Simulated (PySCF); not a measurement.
CdFHS. Atoms are numbered in the order given.

```xyz
4

Cd    -0.0051     0.2999     0.0000
F      0.0186     2.2524     0.0000
S     -0.0744    -2.0321     0.0000
H      1.2656    -2.1518     0.0000
```
Charge 0, spin multiplicity 1.

The structure is a stationary point at B3LYP-D3(BJ)/def2-TZVP. The def2 effective core potentials stand for the cores of Cd; spin–orbit coupling is left out. The values are those of a single conformer.

The numbers are results of ωB97X/def2-TZVPD (PySCF), not measurements.

Question: Estimate the frontier levels, gap, dipole moment and polarisability. (The exact figures need the calculation; the answer reports its results.)

Answer: 
The highest occupied level is -10.06 eV, the lowest empty level is -0.08 eV and the orbital gap comes out as 9.99 eV. The dipole moment is 1.74 D and the quadrupole, principal values (traceless, Buckingham form, about the centre of nuclear charge) is -16.15, 4.99, 11.16 D·Å. The mean static polarisability is 50.8 bohr³ (7.52 Å³). The polarisability, principal values is 41.1, 42.0, 69.2 bohr³.
